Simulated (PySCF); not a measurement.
Computed shifts of a molecule C4H3ClF2, PBE/pcSseg-1 (PySCF), GIAO, gas phase, atoms alike by connectivity averaged where their shifts nearly agree, in ppm (number of nuclei): ¹³C: 176.1 (1), 151.8 (1), 143.0 (1), 24.9 (1). ¹⁹F: -69.7 (1), -87.8 (1). ¹H: 2.46 (3). References: ¹³C against TMS (σ = 182.0 ppm); ¹⁹F against CFCl3 (σ = 133.6 ppm); ³⁵Cl against HCl (σ = 936.5 ppm); ¹H against TMS (σ = 31.49 ppm), references at their B3LYP-D3(BJ)/def2-TZVP geometries, non-relativistic (without spin–orbit terms, shifts of atoms bonded to Cl or Br come out too high). Coordinates come from a B3LYP-D3(BJ)/def2-SVP optimisation. Other conformers were not sampled.

Problem. Which molecule gave these data?
A. CC(F)=C=C(F)Cl
B. FC1(F)CC=C1Cl
C. F/C=C/C=C(\F)Cl
D. CC(Cl)=C=C(F)F

Solution. A, CC(F)=C=C(F)Cl
